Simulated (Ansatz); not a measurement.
`F[SiH2][Si](Cl)(Cl)Cl` + H₂ → `F[SiH2][SiH](Cl)Cl` + HCl at 298.15 K and 1 bar (hydrogenolysis of the Si–Cl bond).

Program: Ansatz. Geometries: PBE0-D4/def2-TZVP. ΔE: electronic, gas phase. CCSD(T)/CBS is the MP2 limit (def2-TZVPP, def2-QZVPP) plus CCSD(T) − MP2 in def2-TZVPP, frozen cores. This one scheme is used for every species. One conformer a species, not always the lowest.

```csv
species,CCSD(T)/CBS energy (Eh),H − E (kJ/mol),S (J/(mol·K))
`F[SiH2][Si](Cl)(Cl)Cl`,-2058.70441,94.5,408.8
H₂,-1.17544,35.1,130.4
`F[SiH2][SiH](Cl)Cl`,-1599.46845,108.3,378.3
HCl,-460.38127,26.6,186.8
```

H − E and S are ideal-gas, rigid-rotor, harmonic terms from PBE0-D4/def2-TZVP, for one conformer and one mirror image of each species. For small species the MP2-based limit differs from directly extrapolated CCSD(T) by up to some mEh (0.8 for H₂); such offsets cancel only in part. 1 Eh = 2625.50 kJ/mol, R = 8.31446 J/(mol·K).

Problem. By hand: ΔE, ΔH, ΔS and ΔG.

Solution. ΔE = (-1599.46845) + (-460.38127) − (-2058.70441) − (-1.17544) = 0.03013 Eh = 79.1 kJ/mol. Δ(H − E) = 108.3 + 26.6 − 94.5 − 35.1 = 5.3, so ΔH = 84.4 kJ/mol. ΔS = 378.3 + 186.8 − 408.8 − 130.4 = 25.9 J/(mol·K). ΔG = 84.4 − 298.15 × (25.9)/1000 = 76.7 kJ/mol.

Problem. By hand: the equilibrium constant, and the temperature at which ΔG would vanish if ΔH and ΔS stayed fixed.

Solution. log₁₀ K = −ΔG/(RT ln 10) = -13.4. ΔG = 0 at ΔH/ΔS = 3259 K, far beyond where these terms or the molecules hold.

ΔH outweighs TΔS. A doubt of 5 kJ/mol in ΔE shifts log₁₀ K by 0.9 here. Other conformers and mirror images would add mixing entropy, several J/(mol·K) or more a flexible species. Modes under 60 cm⁻¹, often nearly free rotors, make the harmonic entropy too high. These are equilibria of isolated gas molecules and say nothing of rates. Largest T1 diagnostic: 0.011 (customary marks: 0.02 for closed shells, 0.045 for open ones).
